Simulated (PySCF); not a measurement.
Two-component Hartree-Fock for Zr(35+) (zirconium, charge +35)

Start: [He] 2s2 2p1; 2p3/2 filled at m_j = +3/2. Calculated with PySCF 2.14 in an uncontracted even-tempered set (17 s from 15 bohr⁻², ratio 2.4; 12 p from 19 bohr⁻², ratio 2.4; 5 d from 64 bohr⁻², ratio 2.6; 4 f from 95 bohr⁻², ratio 2.6): generalised Hartree-Fock with the X2C-1e Hamiltonian and a Gaussian nucleus; one run each with spin-orbit coupling (SO) screened by Boettger's factors, then bare. This is a chosen level, not necessarily the ground level.

```tsv
spinor shell	electrons	ε, screened SO (eV)	ε, bare SO (eV)	weight of nominal j (bare SO)	rms radius, bare SO (bohr)
1s1/2	2	-20867.8	-20867.9	1.000	0.0423
2s1/2	2	-4831.8	-4831.8	1.000	0.165
2p3/2	1	-4653.2	-4651.6	1.000	0.145
```

```csv
quantity,screened SO,bare SO
E (hartree),-2152.93540,-2152.87558
M_J,3/2,3/2
⟨J²⟩,3.750,3.750
⟨L²⟩,2.000,2.000
⟨S²⟩,0.750,0.750
```

Each row is a mean over spinors that exchange with the open shell spreads, by up to 32.230 eV (2s1/2).

Breit and QED terms are absent; they matter most for the inner s and p1/2 levels.

Densities and radii are taken from the X2C orbitals without a picture-change correction, which distorts them close to the nucleus.
